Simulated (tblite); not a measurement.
C₃H₉B, charge +1, doublet, geometry from GFN2-xTB (a state made from the parent by changing its charge; the spin is typed, not shown lowest); GFN1-xTB (tblite 0.6.0).

Input for tblite:
```
$ tblite run mol.xyz --method gfn1 --charge 1 --spin 1 --grad --json tblite.json --no-restart

# file mol.xyz
13

B     -0.05647573     0.05517160    -0.05364308
C      1.51411882    -0.13791460    -0.22617234
H      2.02755724    -0.85500214     0.40558796
H      1.94104364     0.84853152    -0.03424725
H      1.65529476    -0.43161225    -1.26820282
C     -0.49203480    -0.76952308     1.23631151
H     -1.34235646    -1.37537941     0.91708171
H     -0.79808470    -0.01384345     1.96257438
H      0.23345189    -1.41985028     1.71348884
C     -0.97605379     0.86460885    -0.96549414
H     -1.85392301     1.28359200    -0.46707029
H     -1.36351003     0.23270689    -1.76988686
H     -0.49327601     1.71197205    -1.45898050
```

It wrote (shortened):

```
xTB calculator
 | screened Coulomb repulsion
 | Coulomb electrostatics
 |  * isotropic Klopman-Ohno-Mataga-Nishimoto electrostatics
 |  * onsite third-order electrostatics
 | DFT-D3(BJ) dispersion correction

halogen bonding energy    0.0000000000000E+00 Eh
repulsion energy          1.9621307128252E-01 Eh
dispersion energy        -3.6014481898433E-03 Eh
number of electrons       2.3000000000000E+01 e
integral cutoff           2.1261634374110E+01 bohr

------------------------------------------------------------
  cycle        total energy    energy error   density error
------------------------------------------------------------
      1     -12.06916350806  -1.2261775E+01   5.4076501E-01
      2     -12.08337666235  -1.4213154E-02   3.1379886E-01
      3     -12.08340348165  -2.6819297E-05   3.1123371E-02
      4     -12.08359538270  -1.9190105E-04   2.2441181E-03
      5     -12.08359992381  -4.5411062E-06   6.8139107E-04
      6     -12.08360023652  -3.1271693E-07   6.0612672E-05
      7     -12.08360024195  -5.4244929E-09   1.7595671E-05
------------------------------------------------------------

electronic energy        -1.2276211865040E+01 Eh
total energy             -1.2083600241948E+01 Eh

Post processing:
 | Mayer-Wiberg bond orders

[Info] Tight-binding results written to 'tblite.txt'
[Info] JSON dump of results written to 'tblite.json'
```
